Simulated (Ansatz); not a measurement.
Cartesian coordinates (Å):
SMILES: BC/C=C\C#N
```xyz
12

B      1.9937     0.1886    -0.2370
C      0.6618     0.0620     0.5583
C     -0.3838    -0.8024    -0.0427
C     -1.6157    -0.4258    -0.3749
C     -2.1006     0.8975    -0.1567
N     -2.4936     1.9610     0.0153
H      2.7579     1.0578     0.0388
H      2.2902    -0.6104    -1.0696
H      1.0324    -0.4124     1.4864
H      0.2684     1.0296     0.8734
H     -0.1035    -1.8282    -0.2553
H     -2.3071    -1.1174    -0.8360
```
Charge 0, multiplicity 1.

Level of theory: frozen-core CCSD(T)/cc-pVTZ // CAM-B3LYP-D3(BJ)/def2-TZVP (Ansatz, a first-principles code). The restricted HF reference is unstable towards unrestricted orbitals.

```yaml
HF energy: -234.13515 Ha
MP2 correlation energy: -0.92086 Ha
```

Question: Estimate the CCSD correlation energy, the (T) correction, the total energy and the T1 diagnostic.

Answer: 
The CCSD correlation energy comes out as -0.95748 Ha and the (T) correction comes out as -0.04612 Ha. The CCSD(T) total energy is -235.13875 Ha. The T1 diagnostic is 0.013.
